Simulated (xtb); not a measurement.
xtb input (GFN2-xTB):

```bash
xtb mol.xyz --gfn 2 --ohess tight --chrg -1 --uhf 0
```
mol.xyz:
```
15

C     -2.25381020    -0.22883751    -0.08222055
C     -0.85049239    -0.53313855    -0.60462454
C      0.18806068     0.16571732     0.29502465
C      1.60472357    -0.21206964    -0.23990353
C      2.70759289     0.43614942     0.64067496
O      2.46427603     1.11141498     1.59415841
H     -2.38440183    -0.54471464     0.94161711
H     -3.03171286    -0.69689453    -0.69941295
H     -2.41488751     0.91943117    -0.08111025
H     -0.73866857    -1.60204469    -0.59400926
H     -0.74470588    -0.20603976    -1.60846667
H      0.08597943    -0.21505937     1.33995591
H      0.05939923     1.25038927     0.27174772
H      1.72470604     0.12995420    -1.23125856
H      3.67810553     0.17211382     0.30209334
```

End of the output:

```
optimized geometry written to: xtbopt.xyz

           -------------------------------------------------
          | TOTAL ENERGY              -19.520368215195 Eh   |
          | TOTAL ENTHALPY            -19.386866935387 Eh   |
          | TOTAL FREE ENERGY         -19.426754730060 Eh   |
          | GRADIENT NORM               0.000369805102 Eh/α |
          | HOMO-LUMO GAP               4.674587333307 eV   |
           -------------------------------------------------

------------------------------------------------------------------------
------------------------------------------------------------------------
 total:
 SCF:
 ANC optimizer:
 analytical hessian:
```

It need not be the lowest isomer of its formula. Whether it binds its extra electron was not tested at this geometry.
